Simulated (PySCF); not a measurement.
# Unknowns

[PySCF 2.14: geometry from GFN2-xTB; shieldings: GIAO PBE0/pcSseg-1; no solvent; fast rotation and ring inversion assumed for equivalent nuclei; relativity neglected; single conformer]

References, each an isolated molecule treated in the same way: ¹H (σref 31.72) and ¹³C (σref 186.93) vs TMS. Where no couplings were computed, multiplicities follow the n + 1 count of equivalent neighbours, and m marks all less simple cases (inequivalent or close neighbours, rings, F or P nearby). Acid and N–H amide carbonyl carbons lie up to 10 ppm further downfield in solution (hydrogen bonding). Shifts are as computed. Against solution values, carbons near 30 ppm lie about +3 ppm off and those near 130 ppm about +5 ppm. Of 1211 compounds with measured shifts, 218 miss one by over three times the rms of a fit or turn the order of signals round; such compounds aren't used in these exercises. Groups on amide-type nitrogens are kept apart (slow C–N rotation). OH and NH positions are gas-phase values without hydrogen bonding to other molecules.

**Question.** C6H9NO. ¹H NMR (300 MHz, computed): δ 8.26 (m, 1H), 6.18 (m, 1H), 2.99 (t, 2H), 1.68 (m, 2H), 0.84 (t, 3H). ¹³C{¹H} NMR (computed): δ 182.7 (C), 154.5 (CH), 106.5 (CH), 32.4 (CH2), 29.3 (CH2), 15.0 (CH3). Identify the compound.

**Answer.** `CCCc1ccno1`. Rings plus π bonds: 3 (1 ring in the answer). 6 carbon signals for 6 carbons: no two carbons are equivalent. Carbon types of the structure: 1 × C, 2 × CH, 2 × CH2, 1 × CH3, which accounts for all hydrogens. δC 182.7: substituted aromatic carbon next to the ring oxygen. δC 154.5: aromatic CH next to a ring nitrogen; the adjacent pyridine-type nitrogen withdraws density from it. δC 106.5: aromatic CH. δH 0.84: hydrogen on a methyl carbon; far from electronegative atoms and π systems.

The data come from this structure; uniqueness wasn't tested.

**Question.** C6H9NO. ¹H NMR (400 MHz, computed): δ 6.51 (m, 2H), 5.28 (m, 2H), 5.28 (m, 2H), 4.83 (br, 1H), 4.33 (br, 1H), 2.95 (t, 1H). ¹³C{¹H} NMR (computed): δ 172.9 (C), 147.9 (CH), 119.9 (CH2), 66.6 (CH). Give a structure.

**Answer.** `InChI=1S/C6H9NO/c1-3-5(4-2)6(7)8/h3-5H,1-2H2,(H2,7,8)`. Rings plus π bonds: 3 (no ring in the answer). 4 carbon signals for 6 carbons: some carbons are equivalent by symmetry or fast rotation. Carbon types of the structure: 1 × C, 3 × CH, 2 × CH2, leaving 2 H on heteroatoms. δC 172.9: amide carbonyl carbon; lone-pair donation from the attached heteroatom keeps it upfield of a ketone carbonyl. δC 147.9: alkene CH; the olefinic region. δC 119.9: terminal =CH2 carbon; an sp2 carbon of a C=C bond. δC 66.6: sp3 CH α to a carbonyl.

This is the structure that produced the data.
